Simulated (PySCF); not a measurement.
Predicted microwave data (PySCF, PBE0-D3(BJ)/def2-SVP geometry optimisation, gas phase, def2 core potentials past Kr) for one isomer of C2H7In:

```
Rotational constants : A = 12437, B = 4301, C = 3330 MHz
Dipole components    : |μa| = 0.00 D, |μb| = 0.63 D, |μc| = 0.00 D
Inertial defect      : -6.35 u·Å²
κ                    : -0.79
```

Question: Which candidate fits, each taken in the one conformer that was computed?
A. `[H][In]([CH3])[CH3]` (InMe2H)
B. `[H][In]([H])[CH2]C` (InH2Et)

Answer: A. It is [H][In]([CH3])[CH3], an asymmetric top. The candidates at the same level (rigid rotor, commonest isotopes):

| SMILES | A (MHz) | B (MHz) | C (MHz) | μa (D) | μb (D) | μc (D) | Δ (u·Å²) | point group | rotor |
| --- | --- | --- | --- | --- | --- | --- | --- | --- | --- |
| [H][In]([CH3])[CH3] | 12437 | 4301 | 3330 | 0.00 | 0.63 | 0.00 | -6.35 | near C2v | asymmetric top |
| [H][In]([H])[CH2]C | 22860 | 2797 | 2696 | 0.75 | 0.33 | 0.01 | -15.33 | near Cs | near-prolate asymmetric top |

`[H][In]([H])[CH2]C` has A 84 % too high. No structure here is proved a minimum.
